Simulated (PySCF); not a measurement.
HOSi, SMILES O=[SiH] (connectivity only; charge and spin as stated), charge +1, multiplicity 1. Heavy atoms are numbered as in [O:1]=[SiH:2]. Hydrogens are named by the atom that carries them.

Geometry: PBE0-D3(BJ)/def2-TZVPD. The spin state was assumed, not searched. The isomer is the one that the SMILES or the coordinates give; other isomers of the formula were not compared.

All values below come from CAM-B3LYP/def2-TZVPD (PySCF).

ESP charges are fitted to the potential on shells at 1.4 to 2.0 van der Waals radii. Atomic charges (e), one atom of each kind:

```json
[
 {"atom": "O1", "ESP fit": "-0.38", "meta-Löwdin": "-0.51"},
 {"atom": "Si2 (SiH)", "ESP fit": "1.21", "meta-Löwdin": "1.39"},
 {"atom": "H on Si2", "ESP fit": "0.16", "meta-Löwdin": "0.12"}
]
```
